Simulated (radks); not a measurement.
Excited configurations of the holmium ion Ho60+: one electron is placed in a higher orbital outside [He] 2s2 2p2. The ground configuration is [He] 2s2 2p3. All-electron calculation, scalar-relativistic Kohn-Sham, SCAN, spin-unpolarised, spherical densities, finite nucleus; meta-GGA in the generalised Kohn-Sham scheme; Fermi nuclear charge, rms radius 5.2022 fm. Program: a radial shooting solver on a logarithmic mesh with Libxc functionals. Excitation = E - E(ground); binding = E(ion) - E, where the ion is the core of charge +61; n* = 61/sqrt(2 binding) in atomic units. These energies are relativistic, and a one-electron ion of charge +61 with no core already has n* below n in this formula (scalar-relativistic equation, point nucleus: 5s 4.911, 5p 4.949, 6f 5.984, 7f 6.982).

outer orbital,excitation (eV),binding (eV),n*,eigenvalue (eV)
5s,11556.3,2158.5,4.843,-2143.9
5p,11616.2,2098.6,4.912,-2083.7
6f,12304.7,1410.0,5.992,-1399.0
7f,12678.9,1035.8,6.991,-1028.0

The Delta-SCF ionisation energy is 13714.8 eV (NIST Atomic Spectra Database: 13417 eV, theoretical). Self-interaction in the functional shifts the binding energies and quantum defects, so they are the method's values and not measured ones. Spin polarisation and multiplet splitting are left out, so open shells lie too high by an amount that depends on their filling. Spin-orbit splitting is averaged out at the scalar-relativistic level.

Beside tabulated values, note that spin-unpolarised runs miss the spin-polarisation part of the exchange energy of open shells.
